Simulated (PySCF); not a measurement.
**Electronic absorption of C3H7BrGeS**

Species: C3H7BrGeS.
SMILES: `C=[CH][Ge@@H]([Br])[S]C`

Theory: PySCF, TDDFT PBE0/def2-SVPD, vertical, gas phase, core orbitals frozen in the response. One conformer (not necessarily the lowest) at the PBE0-D3(BJ)/def2-SVP geometry, without solvent, vibrations or thermal averaging. Relativistic effects, spin–orbit coupling among them, are left out although an element past zinc is present. Torsions of this conformer, `[CH2:1]=[CH:2][Ge@@H:3]([Br:4])[S:5][CH3:6]`: C1–C2–Ge3–Br4 119°, C2–Ge3–S5–C6 -166°.

```json
{"state": "S1", "E (eV)": "4.75", "ν̃ (cm⁻¹)": "38330", "f": "0.011", "|μ| (D)": "0.77", "main configurations (H = HOMO, L = LUMO)": "H→L (92%)"}
{"state": "S2", "E (eV)": "5.27", "ν̃ (cm⁻¹)": "42520", "f": "0.0072", "|μ| (D)": "0.60", "main configurations (H = HOMO, L = LUMO)": "H→L+1 (90%)"}
{"state": "S3", "E (eV)": "5.71", "ν̃ (cm⁻¹)": "46060", "f": "0.014", "|μ| (D)": "0.80", "main configurations (H = HOMO, L = LUMO)": "H-2→L (82%), H-1→L (9%)"}
{"state": "S4", "E (eV)": "5.74", "ν̃ (cm⁻¹)": "46320", "f": "0.010", "|μ| (D)": "0.69", "main configurations (H = HOMO, L = LUMO)": "H-1→L (83%)"}
{"state": "S5", "E (eV)": "6.28", "ν̃ (cm⁻¹)": "50670", "f": "0.0025", "|μ| (D)": "0.32", "main configurations (H = HOMO, L = LUMO)": "H→L+2 (87%)"}
{"state": "S6", "E (eV)": "6.38", "ν̃ (cm⁻¹)": "51450", "f": "0.048", "|μ| (D)": "1.41", "main configurations (H = HOMO, L = LUMO)": "H-2→L+1 (44%), H-3→L (36%)"}
{"state": "S7", "E (eV)": "6.47", "ν̃ (cm⁻¹)": "52190", "f": "0.063", "|μ| (D)": "1.61", "main configurations (H = HOMO, L = LUMO)": "H-1→L+1 (60%), H-3→L (11%), H-3→L+1 (10%)"}
{"state": "S8", "E (eV)": "6.57", "ν̃ (cm⁻¹)": "52960", "f": "0.024", "|μ| (D)": "0.97", "main configurations (H = HOMO, L = LUMO)": "H→L+3 (26%), H-2→L+1 (21%), H-3→L (15%)"}
{"state": "S9", "E (eV)": "6.62", "ν̃ (cm⁻¹)": "53360", "f": "0.060", "|μ| (D)": "1.55", "main configurations (H = HOMO, L = LUMO)": "H→L+4 (67%), H→L+5 (10%)"}
{"state": "S10", "E (eV)": "6.78", "ν̃ (cm⁻¹)": "54660", "f": "0.058", "|μ| (D)": "1.50", "main configurations (H = HOMO, L = LUMO)": "H→L+3 (44%), H→L+4 (15%), H-3→L (10%)"}
```

Triplets, Tamm–Dancoff:

```json
{"state": "T1", "E (eV)": "4.18", "λ (nm)": "296.9", "main configurations (H = HOMO, L = LUMO)": "H-3→L (52%), H-2→L (11%), H-3→L+1 (10%)"}
{"state": "T2", "E (eV)": "4.50", "λ (nm)": "275.3", "main configurations (H = HOMO, L = LUMO)": "H→L (74%), H→L+1 (21%)"}
{"state": "T3", "E (eV)": "4.90", "λ (nm)": "253.1", "main configurations (H = HOMO, L = LUMO)": "H→L+1 (72%), H→L (20%)"}
{"state": "T4", "E (eV)": "5.37", "λ (nm)": "231.0", "main configurations (H = HOMO, L = LUMO)": "H-1→L (66%), H-1→L+1 (18%), H-2→L (9%)"}
```

The lowest singlet comes at 261 nm (458 kJ/mol) in the ultraviolet; it is weak; its leading configuration is HOMO→LUMO (92%). The strongest level in the table is S7 at 6.47 eV (192 nm, f = 0.063). Löwdin shares by element: HOMO sulfur 71%, carbon 11% or more, germanium 8%; LUMO carbon 48% or more, bromine 16%, germanium 15% (atoms not listed hold the other 20%). Orbital energies (eV): HOMO-3 -8.48, HOMO-2 -8.16, HOMO-1 -8.10, HOMO -7.07, LUMO -1.22, LUMO+1 -0.51, LUMO+2 0.42. Of the 10 states listed, 8 reach f = 0.01 and none stays under 0.0005. The listed states span 2.02 eV, and the widest gap between neighbours is 0.54 eV (S4 to S5). The vertical ionisation energy (ΔSCF) is 8.99 eV, 2.21 eV above S10. Singlets were solved by full linear response, triplets in the Tamm–Dancoff approximation.
